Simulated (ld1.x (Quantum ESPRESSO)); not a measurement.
O, TM: configuration errors across variants

* Element: O (Z = 8)
* Generator: ld1.x (Quantum ESPRESSO) 7.5
* Type: norm-conserving Troullier–Martins (Kleinman–Bylander form)
* Functional: LDA (PZ)
* Relativity: scalar-relativistic
* Frozen core: [He]
* Valence charge: 6
* Reference configuration: 2s1.75 2p4.25
* Partial waves: 2p (bound): rc 1.20 bohr; 3d channel at -0.1 Ry: rc 1.10 bohr; 2s (bound): rc 0.55 bohr
* Local potential: the s channel
* Core correction: a·sin(br)/r model core inside 0.30 bohr

All-electron excitation energies from the reference (eV): (1) 2s2 2p4 -3.640; (2) 2s2 2p3 12.943; (3) 2s2 2p2 46.651; (4) 2s0 2p6 25.587; (5) 2s1 2p5 10.944; (6) 2s2 2p3.5 2.725; (7) 2s2 2p4.3 -5.814; (8) 2s1.75 2p4.25 spin -1.436; (9) 2s2 2p4 spin -5.050.

Spin tests fill each open shell by Hund’s rule, majority spin first.

2 further variants failed, have other tests or another functional or relativity, and are left out.

Errors AE − PS in meV (a dash: test not solved or not reliable):

| change | (1) | (2) | (3) | (4) | (5) | (6) | (7) | (8) | (9) | bound ghosts |
| --- | --- | --- | --- | --- | --- | --- | --- | --- | --- | --- |
| base | +0.9 | +12 | +79 | +55 | +10 | +3.6 | +0.2 | +31 | +29 | none |
| local potential the p channel | +0.9 | +5.3 | +49 | +55 | +10 | +2.2 | -0.1 | +30 | +29 | none |
| wave 2s (bound): rc 0.55 bohr becomes 2s (bound): rc 0.40 bohr | +0.4 | +19 | +140 | +70 | +13 | +4.4 | -0.1 | +30 | +31 | not determined |
| wave 3d channel at -0.1 Ry: rc 1.10 bohr becomes 3d channel at -0.1 Ry: rc 0.72 bohr | +0.9 | +12 | +79 | +55 | +10 | +3.6 | +0.2 | +31 | +29 | none |
| all radii but the core radius scaled by about 0.75 (s 0.42, p 0.90, d 0.82 bohr) | +0.3 | +11 | +81 | +62 | +12 | +2.5 | +0.2 | +18 | +20 | not determined |
| wave 3d channel at -0.1 Ry: rc 1.10 bohr becomes 3d channel at 4.2 Ry: rc 1.10 bohr | +0.9 | +12 | +79 | +55 | +10 | +3.6 | +0.2 | +31 | +29 | none |

Question: Give the same row for: core correction a·sin(br)/r model core inside 0.32 bohr.

Answer: +0.9, +12, +79, +55, +10, +3.6, +0.2, +32, +30; bound ghosts: none.
